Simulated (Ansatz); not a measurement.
A made-up structure of MgHTeBr, closed shell:

Br1  (-0.665, 0.461, -0.023)
Mg2  (-2.953, 0.713, 0.346)
Te3  (1.897, 0.190, -0.441)
H4  (1.720, -1.364, 0.119)
(Å)

It is relaxed with PBE-D4/def2-SVP and then PBE0-D4/def2-TZVP (Ansatz 0.2.0). Atoms count as bonded within 1.22 times the sum of their covalent radii (H–H: 0.88 Å). The end point is not checked to be a true minimum.

(1) Does its bonding change? (Judge from chemistry; the calculation decides.)

Answers

(1) By the calculation: No: no bond forms or breaks.

Where it ends: The first stage lowers the energy by 0.39 eV in 6 steps. It ends as MgHTeBr ([Mg][Br][TeH]):
| atom | x (Å) | y (Å) | z (Å) |
| --- | --- | --- | --- |
| Br1 | -0.6612 | 0.4976 | -0.0366 |
| Mg2 | -3.2178 | 0.7711 | 0.3791 |
| Te3 | 1.9990 | 0.1451 | -0.4462 |
| H4 | 1.8800 | -1.4138 | 0.1037 |

Labels in which every atom is bracketed show which atoms are joined, not bond orders.

For scale, one of the runs: PBE0-D4/def2-TZVP relaxation, 136 basis functions, launched by `ansatz run in.yaml --threads 2 --pin off --events-out ev --progress --plain --max-ram 4352MiB`. Hardware: 2 CPU threads of an Arm Neoverse V2, shared host. Wall time about 29 s.
